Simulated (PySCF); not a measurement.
Ligands exchanged one at a time, Sn CH3-OCH3. Isolated molecules, 0 K electronic values unless said otherwise. One relaxed conformer stands for each flexible species; it need not be the lowest. Strings in code marks are SMILES.

All values below come from PBE-D3(BJ)/def2-TZVP // r2SCAN-D4/def2-SVP run with PySCF. Excitations are Tamm–Dancoff values on a coarser integration grid. The basis has no diffuse functions, so Rydberg states are missing or too high.

| species | S1 oscillator strength | T1 excitation (TDA) (eV) | HOMO–LUMO gap (eV) |
|---|---|---|---|
| 0 of 4 CH3 replaced by OCH3 | 0.056 | – | 6.25 |
| 2 of 4 CH3 replaced by OCH3 (`C[O][Sn]([CH3])([CH3])[O]C` (C–O–Sn–O torsion 59°, O–Sn–O–C torsion 58°)) | 0.014 | 4.53 | 4.65 |
| 3 of 4 CH3 replaced by OCH3 (`[O]([Sn]([CH3])([O]C)[O]C)C`) | 0.006 | 3.98 | 4.13 |
| 4 of 4 CH3 replaced by OCH3 (`C[O][Sn]([O]C)([O]C)[O]C`) | 0.000 | 3.46 | 3.61 |
